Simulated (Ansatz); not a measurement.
Basis sets compared for Ag(CO)H (CHAgO). Charge 0, multiplicity 1. Geometry PBE0-D4/def2-TZVP. Ansatz on 4 threads of Arm Neoverse V1 on a shared host; times are rough, and most runs start from earlier orbitals.

```xyz
4

Ag   -0.835    0.015   -0.330
C     1.074   -0.019    0.426
O     2.117   -0.036    0.837
H    -2.356    0.040   -0.933
```

In the def2 sets Ag takes a core potential; there is no spin–orbit coupling.

Binding counts from free atoms (Ag doublet, C triplet, O triplet, H doublet) in the same basis, without a counterpoise term.

| level | functions | energy (Eh) | HOMO (eV) | LUMO (eV) | binding per atom (eV) | wall time |
| --- | --- | --- | --- | --- | --- | --- |
| PBE-D4/def2-SVP | 64 | -260.6697 | -5.75 | -3.28 | 3.81 | 0.4 s |
| PBE-D4/def2-TZVP | 108 | -260.8438 | -5.85 | -3.28 | 3.78 | 0.55 s |
| r2SCAN-D4/def2-TZVP | 108 | -260.9438 | -6.03 | -3.10 | 3.64 | 1.3 s |
| PBE0-D4/def2-SVP | 64 | -260.6414 | -6.68 | -2.30 | 3.57 | 0.4 s |
| PBE0-D4/def2-TZVP | 108 | -260.8140 | -6.76 | -2.28 | 3.55 | 0.65 s |

Q: Estimate the rows for PBE-D4/def2-TZVPD, r2SCAN-D4/def2-TZVPD, PBE0-D4/def2-TZVPD.

A: 
```
               level  functions  energy (Eh)  HOMO (eV)  LUMO (eV)  binding per atom (eV)  wall time
   PBE-D4/def2-TZVPD        126    -260.8448      -5.87      -3.30                   3.78      0.8 s
r2SCAN-D4/def2-TZVPD        126    -260.9446      -6.04      -3.12                   3.64      1.4 s
  PBE0-D4/def2-TZVPD        126    -260.8147      -6.78      -2.30                   3.55      0.8 s
```
